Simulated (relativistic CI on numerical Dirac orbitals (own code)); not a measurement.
Slater and spin-orbit integrals, Ce16+

These numbers are calculated, not measured: Dirac-Coulomb-Breit CI, separate exchange-only KLI orbitals for each configuration, a model potential for QED, unscaled Slater integrals (own radial code, finite nucleus).

Slater integrals F^k, G^k are unscaled and averaged over j, outside the closed core [Ar] 3d10; ζ comes from projecting the Hamiltonian with its Breit term on Σ l·s of the shell.

- 4s2 4p6 4d6: F^2(4d,4d) = 149990, F^4(4d,4d) = 101460, ζ(4d) = 12442 cm⁻¹; <r>(4d) = 0.6761, <r^2>(4d) = 0.5229 (bohr units).
- 4s2 4p5 4d7: ζ(4p) = 112090, F^2(4d,4d) = 150020, F^4(4d,4d) = 101470, F^2(4p,4d) = 154720, G^1(4p,4d) = 195560, G^3(4p,4d) = 123720, ζ(4d) = 12407 cm⁻¹; <r>(4p) = 0.6411, <r^2>(4p) = 0.4648, <r>(4d) = 0.6759, <r^2>(4d) = 0.5226 (bohr units).
- 4s2 4p6 4d5 4f: F^2(4d,4d) = 150040, F^4(4d,4d) = 101490, ζ(4d) = 12476, F^2(4d,4f) = 144630, F^4(4d,4f) = 94711, G^1(4d,4f) = 165700, G^3(4d,4f) = 108610, G^5(4d,4f) = 78189, ζ(4f) = 1187.5 cm⁻¹; <r>(4d) = 0.676, <r^2>(4d) = 0.5226, <r>(4f) = 0.7073, <r^2>(4f) = 0.5776 (bohr units).

Task: Give the Racah parameters of the d shell in 4s2 4p6 4d6.

Result: B = F²/49 − 5F⁴/441 = 1911 cm⁻¹ and C = 35F⁴/441 = 8052 cm⁻¹.

Averages of the first 10 configurations, taken without configuration mixing, which lowers the lowest level and can move excited configurations by several eV; other configurations of the list can lie among them:

```json
{"Configuration": "4s2 4p6 4d6", "Parity": "even", "States": "210", "Average energy above the lowest level (eV)": "11.0"}
{"Configuration": "4s2 4p5 4d7", "Parity": "odd", "States": "720", "Average energy above the lowest level (eV)": "125.3"}
{"Configuration": "4s2 4p6 4d5 4f", "Parity": "odd", "States": "3528", "Average energy above the lowest level (eV)": "130.3"}
{"Configuration": "4s2 4p4 4d8", "Parity": "even", "States": "675", "Average energy above the lowest level (eV)": "241.8"}
{"Configuration": "4s 4p6 4d7", "Parity": "even", "States": "240", "Average energy above the lowest level (eV)": "204.8"}
{"Configuration": "4s2 4p6 4d5 5s", "Parity": "even", "States": "504", "Average energy above the lowest level (eV)": "148.2"}
{"Configuration": "4p6 4d8", "Parity": "even", "States": "45", "Average energy above the lowest level (eV)": "401.7"}
{"Configuration": "4s2 4p6 4d5 5p", "Parity": "odd", "States": "1512", "Average energy above the lowest level (eV)": "176.3"}
{"Configuration": "4s 4p6 4d6 4f", "Parity": "odd", "States": "5880", "Average energy above the lowest level (eV)": "322.8"}
{"Configuration": "4s2 4p6 4d4 5s2", "Parity": "even", "States": "210", "Average energy above the lowest level (eV)": "291.5"}
```
